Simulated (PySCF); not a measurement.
Atom-mapped SMILES (the numbers label the heavy atoms): `[CH:1]1=[CH:2]\[CH2:3][CH2:4]/[CH:5]=[CH:6]\[CH2:7][CH2:8]/1`; H(Xn) means a hydrogen on atom n.

GIAO PBE0/pcSseg-1 shifts (PySCF 2.14.0 with density-fitted response routines, gas phase, non-relativistic, equivalent atoms averaged), each against references optimised in the same way as the molecule (TMS).

On the GFN2-xTB geometry: C1/C2/C5/C6 143.0, C3/C4/C7/C8 33.5, H(C1)/H(C2)/H(C5)/H(C6) 6.52, H(C3)/H(C4)/H(C7)/H(C8) 2.10 ppm.

**Question.** What changes on the PBE0-D3(BJ)/def2-SVP geometry?

**Answer.** 
| atoms | δ (ppm) | change |
| --- | --- | --- |
| C1/C2/C5/C6 | 144.0 | +1.0 |
| C3/C4/C7/C8 | 32.1 | -1.4 |
| H(C1)/H(C2)/H(C5)/H(C6) | 6.29 | -0.23 |
| H(C3)/H(C4)/H(C7)/H(C8) | 1.96 | -0.14 |

Bonds between heavy atoms that differ most (equivalent bonds averaged): C1–C2 1.324 → 1.338 Å, C2–C3 1.500 → 1.504 Å. Mean change of bonds to hydrogen: C–H +0.011 Å.
